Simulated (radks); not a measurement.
The numbers below are computed, except where a source is named.
The tellurium anion Te2-, [Xe], held by a Watson sphere: a shell of charge +1.79 at radius R that stands for the Madelung well of a crystal (potential energy -1.79/R inside, -1.79/r outside, in hartree with lengths in bohr). Level of theory: scalar-relativistic Kohn-Sham, LDA (Slater exchange, Perdew-Wang correlation), spin-unpolarised, spherical densities, finite nucleus; Fermi nuclear charge, rms radius of each element as measured or else 0.836 A^(1/3) + 0.57 fm (a radial shooting solver on a logarithmic mesh with Libxc functionals). Response by self-consistent Sternheimer equations with the Hartree and adiabatic LDA kernel, the relativistic mass of each level held fixed and spin-orbit coupling left out. The sphere does not respond.

R (bohr) = 3.32: e(4d) (eV) -38.386; e(5s) (eV) -13.264; e(5p) (eV) -4.840; <r> 5p (bohr) 2.862; sum of <r^2> (bohr^2) 87.18; X-ray form factor at sin(theta)/lambda = 0.2 1/angstrom 41.534; alpha (bohr^3) 69.05
R (bohr) = 3.52: e(4d) (eV) -38.219; e(5s) (eV) -12.975; e(5p) (eV) -4.602; <r> 5p (bohr) 2.906; sum of <r^2> (bohr^2) 89.20; X-ray form factor at sin(theta)/lambda = 0.2 1/angstrom 41.523; alpha (bohr^3) 75.65
R (bohr) = 4.38: e(4d) (eV) -37.571; e(5s) (eV) -11.945; e(5p) (eV) -3.644; <r> 5p (bohr) 3.073; sum of <r^2> (bohr^2) 97.44; X-ray form factor at sin(theta)/lambda = 0.2 1/angstrom 41.523; alpha (bohr^3) 111.3
R (bohr) = 4.6: e(4d) (eV) -37.417; e(5s) (eV) -11.727; e(5p) (eV) -3.422; <r> 5p (bohr) 3.110; sum of <r^2> (bohr^2) 99.44; X-ray form factor at sin(theta)/lambda = 0.2 1/angstrom 41.529; alpha (bohr^3) 122.6
R (bohr) = 4.61: e(4d) (eV) -37.410; e(5s) (eV) -11.717; e(5p) (eV) -3.413; <r> 5p (bohr) 3.111; sum of <r^2> (bohr^2) 99.53; X-ray form factor at sin(theta)/lambda = 0.2 1/angstrom 41.529; alpha (bohr^3) 123.1
R (bohr) = 4.86: e(4d) (eV) -37.241; e(5s) (eV) -11.488; e(5p) (eV) -3.175; <r> 5p (bohr) 3.151; sum of <r^2> (bohr^2) 101.7; X-ray form factor at sin(theta)/lambda = 0.2 1/angstrom 41.535; alpha (bohr^3) 137.1
